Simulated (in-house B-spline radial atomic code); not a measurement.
Configurations of Sn2+, with energies counted from [Kr] 4d10 5s2. Level of theory: Dirac-Hartree-Fock, average of configuration, Fermi nucleus of rms radius 4.6519 fm; calculated with a radial B-spline atomic code at the basis-set limit. Energies include first-order Breit, QED and recoil terms.

Occupations are held fixed; configurations that lie above the ionisation limit could autoionise.

```
                 configuration  E - E(ref) (eV)  highest orbital  its <r> (bohr)
             [Kr] 4d10 5s1 9d1            26.17            9d5/2           25.17
             [Kr] 4d10 5s1 8f1           26.547            8f5/2            28.9
             [Kr] 4d10 5s1 9f1           26.964            9f5/2           37.25
              [Kr] 4d9 5s2 9s1           47.118            9s1/2           18.74
              [Kr] 4d9 5s2 7f1           47.774            7f5/2            21.1
              [Kr] 4d9 5s2 8g1           48.482            8g7/2           28.61
              [Kr] 4d9 5s2 9f1           48.822            9f5/2           36.66
[Ar] 3d10 4s2 4p5 4d10 5s2 7d1           119.44            7d5/2           12.45
[Ar] 3d10 4s2 4p5 4d10 5s2 6f1           120.44            6f5/2           14.76
[Ar] 3d10 4s2 4p5 4d10 5s2 9s1           120.75            9s1/2           18.72
 [Ar] 3d9 4s2 4p6 4d10 5s2 7s1           508.36            7s1/2           8.447
```

Task: Order these further configurations by energy, lowest first.
A. [Ar] 3d9 4s2 4p6 4d10 4f1 5s2
B. [Kr] 4d10 5s1 6f1
C. [Ar] 3d10 4s2 4p5 4d10 5s2 9f1
D. [Ar] 3d9 4s2 4p6 4d10 5s2 8s1
E. [Kr] 4d10 5s1 8d1

Result: B (24.998 eV), E (25.35 eV), C (122.46 eV), A (507.73 eV), D (510.99 eV).

Task: How far above the reference does [Ar] 3d9 4s2 4p6 4d10 5s2 6s1 lie?

Result: 502.58 eV; its least bound orbital is 6s1/2 with <r> = 4.822 bohr.

Task: How far above the reference does [Ar] 3d9 4s2 4p6 4d10 5s2 5f1 lie?

Result: 510.55 eV; its least bound orbital is 5f5/2 with <r> = 9.591 bohr.

Task: How far above the reference does [Kr] 4d10 4f1 5s1 lie?

Result: 20.648 eV; its least bound orbital is 4f5/2 with <r> = 5.618 bohr.

Task: One of these lies 119.1 eV from the reference. Which?
A. [Ar] 3d9 4s2 4p6 4d10 5s2 9f1
B. [Kr] 4d10 5s1 9g1
C. [Ar] 3d10 4s2 4p5 4d10 5s2 5g1
D. [Ar] 3d9 4s2 4p6 4d10 5s2 9p1

Result: C.
